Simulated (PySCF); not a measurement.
**SMILES [SiH3][SiH2]c1cccs1, C₄H₈SSi₂**

Molfile (atoms numbered from 1):
```
C4H8SSi2
     RDKit          3D

 15 15  0  0  0  0  0  0  0  0999 V2000
    2.6450   -0.5122    1.1010 Si  0  0  0  0  0  4  0  0  0  0  0  0
    1.3680    0.9350   -0.1756 Si  0  0  0  0  0  4  0  0  0  0  0  0
   -0.4411    0.4440   -0.0918 C   0  0  0  0  0  0  0  0  0  0  0  0
   -1.1858   -0.2657   -0.9866 C   0  0  0  0  0  0  0  0  0  0  0  0
   -2.5121   -0.5034   -0.5673 C   0  0  0  0  0  0  0  0  0  0  0  0
   -2.7687    0.0250    0.6562 C   0  0  0  0  0  0  0  0  0  0  0  0
   -1.3930    0.8208    1.3106 S   0  0  0  0  0  0  0  0  0  0  0  0
    4.0591   -0.1299    1.0877 H   0  0  0  0  0  0  0  0  0  0  0  0
    2.2190   -0.5356    2.5029 H   0  0  0  0  0  0  0  0  0  0  0  0
    2.5804   -1.8956    0.6198 H   0  0  0  0  0  0  0  0  0  0  0  0
    1.4413    2.3306    0.2784 H   0  0  0  0  0  0  0  0  0  0  0  0
    1.6938    0.9371   -1.6092 H   0  0  0  0  0  0  0  0  0  0  0  0
   -0.7905   -0.6028   -1.9289 H   0  0  0  0  0  0  0  0  0  0  0  0
   -3.2386   -1.0419   -1.1500 H   0  0  0  0  0  0  0  0  0  0  0  0
   -3.6813    0.0025    1.2185 H   0  0  0  0  0  0  0  0  0  0  0  0
  1  2  1  0
  2  3  1  0
  3  4  2  0
  4  5  1  0
  5  6  2  0
  6  7  1  0
  7  3  1  0
  1  8  1  0
  1  9  1  0
  1 10  1  0
  2 11  1  0
  2 12  1  0
  4 13  1  0
  5 14  1  0
  6 15  1  0
M  END
```

Computed, not measured: TDDFT PBE0/aug-cc-pVDZ excited states, vertical, gas phase in PySCF 2.14.0. Geometry: GFN2-xTB.

Task: How strongly do the lowest singlets absorb one photon, and two photons of half the energy?

Result: δ for parallel linear polarisation; σ at the peak of a Lorentzian of half width 0.1 eV, single beam; Ω is circular over linear.
```csv
state,E (eV),f,photon λ (nm),δ (au),σ (GM),Ω,main
S1,5.33,0.228,465,27.9,0.29,0.59,HOMO→LUMO 0.91
S2,5.65,0.064,439,72.6,0.85,0.85,"HOMO−1→LUMO 0.66, HOMO→LUMO+1 0.11"
S3,5.71,0.014,435,7.47,0.09,1.36,"HOMO→LUMO+1 0.77, HOMO−1→LUMO 0.12"
S4,5.89,0.011,421,37.1,0.47,1.45,HOMO→LUMO+3 0.73
S5,6.05,0.007,410,80.1,1.07,0.65,"HOMO→LUMO+2 0.49, HOMO→LUMO+4 0.20"
```

Among these, the strongest one-photon state is S1, the strongest two-photon state S5, with a dipole change of 5.8 D (relaxed, norm of the difference vector).
